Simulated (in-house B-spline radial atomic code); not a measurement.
**RPA and G0W0 on BHandHLYP: Ga IX (Ga8+)**

Configuration [Ar] 3d5, highest spin, mean-field start BHandHLYP. Computed with a B-spline radial code for spherical atoms: all electrons, non-relativistic, point nucleus, each spin shell either full or empty, empty states to l = 9 with an (l + 1/2)⁻⁴ tail; G0W0 by contour deformation at full frequency.

Command:
```bash
python run_gw.py task.json out
```
Settings (radii: box in bohr, nucleus in fm):
```
Z                        31
electrons                23
configuration            [Ar] 3d5
hamiltonian              nr
method                   bhandhlyp
lmax                     9
spin_polarised           True
box_radius               7.7
intervals                49
```

Cost of the run: 1.9 s on 1 thread of Arm Neoverse V1 (shared host).

Energies (hartree):

```csv
term,value
mean-field total,-1901.60707
Hartree-Fock functional on these orbitals,-1900.52259
direct second order,-1.6852
second-order exchange,0.54922
SOSEX correction,0.51864
```

What is the RPA correlation energy, and what remains with SOSEX?

RPA gives -1.5385 hartree (-1.82 eV per electron); RPA + SOSEX gives -1.0198, and the second-order doubles -1.136 hartree (no singles). SOSEX takes back 34 % of the RPA value.

Quasi-particle levels (eV):

```csv
level,occupied,mean field,Σx - vxc,Σc,QP weight,G0W0
3d up,yes,-205.33,-9.01,?,?,?
3p down,yes,-275.39,-7.18,-0.15,0.974,-282.72
3s down,yes,-326.83,-12.21,6.52,0.907,-332.52
3d down,no,-177.04,11.05,-5.14,0.978,-171.13
```

G0W0 = mean field + (Σx - vxc) + Σc, with Σc (partial-wave tail included) taken at the quasi-particle energy. Only the outer levels were computed. Levels of low weight are left out.

Where does G0W0 put 3d up?

At -212.98 eV, with Σc = 1.36 eV and a quasi-particle weight of 0.977. The tabulated removal energy is 211 ± 2.2 eV (NIST, tabulated theory); the calculation leaves out relativity, Breit and QED terms, and what these don't explain is the method's own error.
